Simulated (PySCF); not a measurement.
B(H)(Br)(OH) (BBrH2O), SMILES OBBr.

Coordinates come from a B3LYP-D3(BJ)/def2-TZVP optimisation. One conformer was computed; it need not be the lowest.

The numbers are results of CAM-B3LYP/def2-TZVPD in PySCF, not measurements.

Symmetry labels are those of the subgroup Cs that the program uses (full group Cs).

Q: List the valence orbital energies around the gap with their symmetry. (The exact figures need the calculation; the answer reports its results.)

A: 
| orbital | symmetry | energy (eV) |
|---|---|---|
| HOMO−7 | A' | -23.63 |
| HOMO−6 | A' | -18.36 |
| HOMO−5 | A' | -14.62 |
| HOMO−4 | A' | -14.02 |
| HOMO−3 | A" | -12.98 |
| HOMO−2 | A' | -11.14 |
| HOMO−1 | A" | -10.15 |
| HOMO | A' | -9.88 |
| LUMO | A' | 0.32 |
| LUMO+1 | A" | 0.39 |
| LUMO+2 | A' | 0.94 |
| LUMO+3 | A' | 1.15 |
